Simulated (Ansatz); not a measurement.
Relaxation of C$_{2}$H$_{5}$NSi (9 atoms, charge 0, multiplicity 1), to a largest force component of 0.02 eV/Å in at most 50 steps.

Level of theory: Ansatz 0.2.0, RKS BLYP-D4/def2-SVP.

```xyz
9
Properties=species:S:1:pos:R:3:forces:R:3
C 0.033 1.056 -0.948 -2.54 0.85 0.09
C 0.197 0.011 -0.037 -3.24 7.79 -5.31
N 1.182 -0.674 0.281 5.67 -3.42 0.77
Si -0.331 -1.131 1.079 -0.89 -3.66 4.77
H -0.176 0.695 -1.982 1.09 0.39 -0.12
H -0.895 1.693 -0.663 0.87 -0.86 -0.43
H 2.123 -0.401 -0.068 -0.23 -0.65 0.38
H -0.617 -2.522 0.644 -0.48 -0.21 0.12
H -0.190 -0.936 2.582 -0.25 -0.23 -0.27
```

Question: Where does it end, and by what steps?

Answer: The forces met the threshold. After 14 steps the energy has fallen by 2.526 eV; H5 moved furthest, 1.04 Å.

| step | energy less start (eV) | largest force component (eV/Å) | accepted |
| --- | --- | --- | --- |
| 0 | 0.0000 | 7.788 | yes |
| 1 | -1.1745 | 4.312 | yes |
| 2 | -1.8576 | 1.590 | yes |
| 3 | -2.1599 | 1.070 | yes |
| 4 | -2.3639 | 1.345 | yes |
| 5 | -2.4852 | 0.499 | yes |
| 6 | -2.4941 | 0.489 | yes |
| 7 | -2.5189 | 0.186 | yes |
| 8 | -2.5217 | 0.160 | yes |
| 9 | -2.5227 | 0.065 | yes |
| 10 | -2.5240 | 0.026 | yes |
| 11 | -2.5252 | 0.176 | yes |
| 12 | -2.5262 | 0.033 | yes |
| 13 | -2.5261 | 0.040 | no |
| 14 | -2.5263 | 0.007 | yes |

```xyz
9
Properties=species:S:1:pos:R:3
C -0.260 1.028 -0.991
C 0.044 -0.025 -0.208
N 1.150 -0.862 0.038
Si -0.142 -1.246 1.164
H 0.475 1.449 -1.697
H -1.258 1.484 -0.951
H 2.143 -0.645 -0.097
H -0.769 -2.597 1.043
H -0.056 -0.795 2.588
```

Run time: 18 s on 2 threads of Arm Neoverse V2 (shared host), peak memory 0.12 GiB.
